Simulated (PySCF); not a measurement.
Cu(SH)2 (doublet state).
Cartesian coordinates in Å at the PBE0-D3(BJ)/def2-SVP level; atoms count from 1:
```
atom  x, y, z in Å
Cu1    0.0007   -0.0004   -0.0002
S2    -0.0800    0.0212    2.1326
H3     1.1719    0.5155    2.2864
S4     0.0797   -0.0210   -2.1331
H5    -1.1723   -0.5152   -2.2857
```

Computed, not measured: PBE0-D3(BJ)/def2-SVP geometry optimisation, gas phase in PySCF 2.14.0.

(1) Which atoms are bound to Cu1, and at what distances?

(2) What is the shape at Cu1?

(3) What are the other bond lengths?

(4) What are the rotational constants (commonest isotopes, rigid rotor)?

Results:

(1) 2 atoms: S4 2.134 Å, S2 2.135 Å. The nearest atom not counted as bound is H5, at 2.62 Å (others tie with it).

(2) Linear: angle 179.9°.

(3) S2–H3, S4–H5 1.355 Å.

(4) A = 142410, B = 1676, C = 1656 MHz: a near-prolate asymmetric top.

Point group: C2h (every atom within 0.08 Å of its image). Charge 0, doublet. ⟨S²⟩ = 0.755 (exact for a doublet: 0.75). Not checked by PBE0-D3(BJ)/def2-SVP frequencies.

Neither the SCF state along the optimisation nor the shape of the open-shell metal species was proved the lowest: other solutions of the same spin, or a structure of lower symmetry, can lie below.
